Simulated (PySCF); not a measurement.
Spinor energies of Rh²⁸⁺ (rhodium, charge +28)

Start: [Ne] 3s2 3p5; 3p1/2 filled at m_j = +1/2; 3p3/2 filled at m_j = -3/2, -1/2, +1/2, +3/2. Calculated with PySCF 2.14 in an even-tempered Gaussian basis (19 s from 4.3 bohr⁻², ratio 2.4; 14 p from 5.6 bohr⁻², ratio 2.4; 5 d from 23 bohr⁻², ratio 2.6; 4 f from 35 bohr⁻², ratio 2.6): generalised Hartree-Fock with the X2C-1e Hamiltonian and a Gaussian nucleus; one run each with spin-orbit coupling (SO) screened by Boettger's factors, then bare. This is a chosen level, not necessarily the ground level.

```csv
spinor shell,electrons,"ε, screened SO (eV)","ε, bare SO (eV)",weight of nominal j (bare SO),"rms radius, bare SO (bohr)"
1s1/2,2,-24703.9,-24703.9,1.000,0.0374
2s1/2,2,-4789.3,-4789.3,1.000,0.152
2p1/2,2,-4529.4,-4534.5,1.000,0.131
2p3/2,4,-4384.1,-4382.0,1.000,0.136
3s1/2,2,-1743.3,-1743.3,1.000,0.374
3p1/2,1,-1649.8,-1651.0,1.000,0.363
3p3/2,4,-1611.6,-1611.1,1.000,0.371
```

```json
{"quantity": "E (hartree)", "screened SO": "-4234.94383", "bare SO": "-4234.97601"}
{"quantity": "M_J", "screened SO": "1/2", "bare SO": "1/2"}
{"quantity": "⟨J²⟩", "screened SO": "0.751", "bare SO": "0.751"}
{"quantity": "⟨L²⟩", "screened SO": "2.008", "bare SO": "2.008"}
{"quantity": "⟨S²⟩", "screened SO": "0.755", "bare SO": "0.756"}
```

Each row is a mean over spinors that exchange with the open shell spreads, by up to 9.769 eV (2p1/2).

Breit and QED terms are absent; they matter most for the inner s and p1/2 levels.

Densities and radii are taken from the X2C orbitals without a picture-change correction, which distorts them close to the nucleus.
